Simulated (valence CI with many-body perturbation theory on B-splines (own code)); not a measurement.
# E1 line list for Lu39+

Calculated by valence CI with perturbative core correlation (CI+MBPT): four valence electrons over a frozen Dirac-Fock core [Ar] 3d10, a basis of 11 s, 11 p, 9 d, 7 f, 5 g, 2 h, 1 i functions for each j, with the one-electron correlation potential Σ1 (screened to all orders), the two-electron term Σ2, the three-electron term Σ3, Breit, model QED; selected single and double excitations, second order for the rest (own B-spline code, finite nucleus).

The last digits are not significant, and no measured levels were compared; by estimate large intervals hold to a few tenths of a per cent, small ones and those within an open d or f shell to about a per cent.

Lines 1 to 50 of 242 in falling wavelength, among levels below 3505.1 × 10³ cm⁻¹, chosen from the strongest by gf and those to the six lowest levels. Wavelengths and rates use the calculated energies. Electric multipoles are in the length gauge, E1 and E2 with the static RPA response of the core. Weak lines are less certain than strong ones. Lines between different terms over intervals too small for the method are left out, as are lines whose strength nearly cancels. The highest levels of a list are the least certain.

Levels are named by their leading jj configuration (3d3/2^4 stands for four electrons in 3d with j = 3/2), which in mixed levels can hold well under half, so a name can repeat and another be missing. Letters in brackets count levels of one name in rising energy.

| λ vac (Å) | Upper | Lower | A (s⁻¹) | log gf | Branch % |
| --- | --- | --- | --- | --- | --- |
| 1397 | (4s 4p1/2^2 4p3/2) J=2 | (4s^2 4p3/2^2) J=2 | 1.38e+05 | -3.70 | 0.0 |
| 891.4 | (4s 4p1/2^2 4p3/2) J=1 | (4s^2 4p3/2^2) J=0 | 4.20e+05 | -3.82 | 0.0 |
| 547.0 | (4s 4p1/2^2 4p3/2) J=1 | (4s^2 4p3/2^2) J=2 | 7.45e+06 | -3.00 | 0.0 |
| 197.3 | (4s^2 4p1/2 4d3/2) J=2 | (4s^2 4p3/2^2) J=2 | 5.79e+07 | -2.77 | 1.0 |
| 177.4 | (4s 4p1/2 4p3/2 4d3/2) J=3 [a] | (4s^2 4p3/2 4d3/2) J=2 | 2.49e+09 | -1.09 | 6.1 |
| 175.1 | (4s^2 4p1/2 4d3/2) J=1 | (4s^2 4p3/2^2) J=0 | 4.11e+07 | -3.25 | 0.0 |
| 173.4 | (4s 4p1/2 4p3/2 4d5/2) J=3 [b] | (4s 4p3/2^3) J=2 | 1.34e+09 | -1.38 | 0.5 |
| 170.2 | (4s^2 4p1/2 4f7/2) J=4 | (4s^2 4p3/2 4d5/2) J=3 | 2.16e+09 | -1.07 | 1.6 |
| 168.6 | (4s 4p1/2 4p3/2 4d3/2) J=4 | (4s^2 4p3/2 4d3/2) J=3 | 5.90e+09 | -0.65 | 78.7 |
| 166.6 | (4s 4p1/2 4p3/2^2) J=2 [a] | (4s^2 4p3/2^2) J=2 | 1.39e+09 | -1.54 | 61.5 |
| 164.4 | (4s 4p1/2 4p3/2 4d5/2) J=4 [a] | (4s^2 4p3/2 4d5/2) J=4 | 2.27e+09 | -1.08 | 63.9 |
| 163.3 | (4s 4p1/2^2 4d3/2) J=2 | (4s^2 4p1/2 4d3/2) J=1 | 6.16e+09 | -0.91 | 15.7 |
| 155.9 | (4s^2 4p1/2 4d3/2) J=1 | (4s^2 4p3/2^2) J=2 | 6.81e+08 | -2.13 | 0.1 |
| 155.1 | (4s 4p1/2 4p3/2 4d3/2) J=3 [b] | (4s^2 4p3/2 4d3/2) J=3 | 2.61e+09 | -1.18 | 6.1 |
| 154.3 | (4s 4p1/2^2 4d5/2) J=3 | (4s^2 4p1/2 4d5/2) J=3 | 3.97e+09 | -1.00 | 2.0 |
| 154.0 | (4s 4p1/2 4p3/2 4d5/2) J=4 [b] | (4s^2 4p3/2 4d5/2) J=3 | 1.77e+09 | -1.25 | 1.2 |
| 152.6 | (4s 4p1/2 4p3/2^2) J=3 | (4s^2 4p3/2^2) J=2 | 5.08e+09 | -0.91 | 40.5 |
| 151.4 | (4s 4p1/2^2 4d5/2) J=3 | (4s^2 4p1/2 4d5/2) J=2 | 6.72e+09 | -0.79 | 3.4 |
| 151.2 | (4s 4p1/2 4p3/2 4d3/2) J=2 [b] | (4s^2 4p3/2 4d3/2) J=1 | 3.01e+09 | -1.29 | 1.3 |
| 150.5 | (4s 4p1/2 4p3/2 4d3/2) J=3 [b] | (4s^2 4p3/2 4d3/2) J=2 | 2.37e+09 | -1.25 | 5.5 |
| 149.6 | (4s 4p1/2 4p3/2 4d3/2) J=2 [b] | (4s^2 4p3/2 4d3/2) J=2 | 5.12e+09 | -1.07 | 2.2 |
| 149.2 | (4s 4p1/2 4p3/2 4d3/2) J=3 [c] | (4s^2 4p3/2 4d3/2) J=3 | 3.83e+09 | -1.05 | 0.5 |
| 147.1 | (4s 4p1/2 4p3/2 4d5/2) J=5 | (4s^2 4p3/2 4d5/2) J=4 | 1.16e+10 | -0.38 | 100.0 |
| 146.7 | (4s 4p1/2^2 4p3/2) J=2 | (4s^2 4p1/2 4p3/2) J=2 | 8.13e+09 | -0.88 | 43.6 |
| 144.9 | (4s 4p1/2 4p3/2 4d3/2) J=3 [c] | (4s^2 4p3/2 4d3/2) J=2 | 2.54e+09 | -1.25 | 0.3 |
| 143.8 | (4s 4p1/2 4p3/2 4d3/2) J=1 [b] | (4s^2 4p3/2 4d3/2) J=0 | 6.43e+09 | -1.22 | 0.7 |
| 142.7 | (4s 4p1/2 4p3/2 4d3/2) J=2 [c] | (4s^2 4p3/2 4d3/2) J=1 | 4.26e+09 | -1.19 | 0.4 |
| 141.3 | (4s 4p1/2 4p3/2 4d3/2) J=2 [c] | (4s^2 4p3/2 4d3/2) J=2 | 4.30e+09 | -1.19 | 0.4 |
| 140.1 | (4s 4p1/2^2 4p3/2) J=2 | (4s^2 4p1/2 4p3/2) J=1 | 1.05e+10 | -0.81 | 56.4 |
| 138.6 | (4p1/2 4p3/2^3) J=2 | (4s 4p3/2^3) J=1 | 7.78e+09 | -0.95 | 0.8 |
| 138.5 | (4s 4p1/2 4p3/2 4d3/2) J=1 [c] | (4s^2 4p3/2 4d3/2) J=1 | 9.78e+09 | -1.07 | 1.5 |
| 138.0 | (4s 4p1/2^2 4d3/2) J=1 | (4s^2 4p1/2 4d3/2) J=2 | 1.84e+10 | -0.80 | 41.4 |
| 137.2 | (4s 4p1/2 4p3/2 4d5/2) J=4 [c] | (4s^2 4p3/2 4d5/2) J=3 | 7.12e+09 | -0.74 | 1.3 |
| 136.9 | (4s 4p1/2 4p3/2 4d5/2) J=1 [a] | (4s^2 4p3/2 4d5/2) J=2 | 1.08e+10 | -1.04 | 4.0 |
| 136.8 | (4s 4p1/2 4p3/2^2) J=1 [a] | (4s^2 4p3/2^2) J=0 | 9.27e+09 | -1.11 | 2.7 |
| 136.2 | (4p1/2^2 4p3/2^2) J=2 | (4s 4p1/2 4p3/2^2) J=1 [b] | 6.90e+09 | -1.02 | 1.4 |
| 135.8 | (4s^2 4p1/2 4f5/2) J=2 | (4s^2 4p3/2 4d3/2) J=3 | 3.49e+09 | -1.32 | 0.6 |
| 134.4 | (4s 4p1/2 4p3/2 4d5/2) J=1 [c] | (4s^2 4p3/2 4d5/2) J=1 | 9.36e+09 | -1.12 | 1.6 |
| 134.3 | (4p1/2^2 4p3/2^2) J=2 | (4s 4p1/2 4p3/2^2) J=2 [b] | 1.20e+10 | -0.79 | 2.4 |
| 133.8 | (4s 4p1/2^2 4d3/2) J=2 | (4s^2 4p1/2 4d3/2) J=2 | 1.32e+10 | -0.75 | 33.6 |
| 133.8 | (4s^2 4p1/2 4d5/2) J=2 | (4s^2 4p3/2^2) J=2 | 3.45e+07 | -3.33 | 0.0 |
| 133.0 | (4s 4p1/2 4p3/2 4d5/2) J=2 [c] | (4s^2 4p3/2 4d5/2) J=1 | 1.18e+10 | -0.80 | 2.0 |
| 132.9 | (4s 4p1/2^2 4d5/2) J=3 | (4s 4p1/2 4p3/2^2) J=3 | 5.15e+09 | -1.02 | 2.6 |
| 132.8 | (4p1/2^2 4p3/2^2) J=0 | (4s 4p1/2 4p3/2^2) J=1 [b] | 2.23e+10 | -1.23 | 5.7 |
| 131.7 | (4s^2 4p1/2 4d5/2) J=3 | (4s^2 4p3/2^2) J=2 | 6.71e+09 | -0.91 | 2.4 |
| 130.8 | (4s 4p1/2 4p3/2 4d5/2) J=3 [b] | (4s^2 4p3/2 4d5/2) J=2 | 8.00e+09 | -0.84 | 3.2 |
| 130.5 | (4s 4p1/2 4p3/2^2) J=1 [b] | (4s^2 4p3/2^2) J=0 | 5.09e+09 | -1.41 | 0.7 |
| 128.7 | (4s 4p1/2 4p3/2 4d5/2) J=2 [b] | (4s^2 4p3/2 4d5/2) J=2 | 1.64e+10 | -0.69 | 4.9 |
| 128.4 | (4s 4p1/2 4p3/2 4d5/2) J=3 [e] | (4s^2 4p3/2 4d5/2) J=3 | 1.19e+10 | -0.68 | 1.3 |
| 127.7 | (4s 4p1/2^2 4d5/2) J=2 | (4s 4p1/2 4p3/2^2) J=3 | 2.84e+10 | -0.46 | 16.7 |

Q: How does gf follow from A for the line at 128.7 Å?

A: gf = 1.4992 × (2J+1)_upper × A / σ², with σ = 776917 cm⁻¹ and 2J+1 = 5: gf = 0.204.
